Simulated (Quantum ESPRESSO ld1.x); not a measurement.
These are the eigenvalues of the occupied orbitals of an atom or ion with whole-number occupations (eV). All-electron calculation, scalar-relativistic Kohn-Sham, LDA (Slater exchange, VWN5 correlation), spin-polarised, spherical densities, point nucleus. Program: ld1.x of Quantum ESPRESSO 7.5.

1s up: -90630.5
1s down: -90630.4
2s up: -16295.8
2s down: -16295.5
2p up: -13944.0
2p down: -13943.7
3s up: -3942.76
3s down: -3942.62
3p up: -3271.13
3p down: -3270.98
3d up: -2596.42
3d down: -2596.22
4s up: -913.761
4s down: -913.495
4p up: -693.676
4p down: -693.407
4d up: -442.356
4d down: -442.043
5s up: -169.953
5s down: -168.617
4f up: -165.379
4f down: -165.004
5p up: -107.284
5p down: -105.770
5d up: -36.7199
5d down: -35.1402
6s up: -19.0081
6s down: -17.9717
6p up: -7.0354
6p down: -6.3123

Which element is it, and in what charge state? The configuration may be excited. Open shells, if any, are filled with parallel spins first.

Answer. Z = 83, bismuth, charge 0: Bi in [Xe] 4f14 5d8 6s2 6p5. The list shows which subshells hold electrons but not how many an open one holds; the 1s level, -3330.6 hartree, gives Z - s = 81.6 by -(Z - s)^2/2, which with screening and relativity narrows Z to a few neighbours, and the depths of the outer levels then fix element, charge and occupations together.
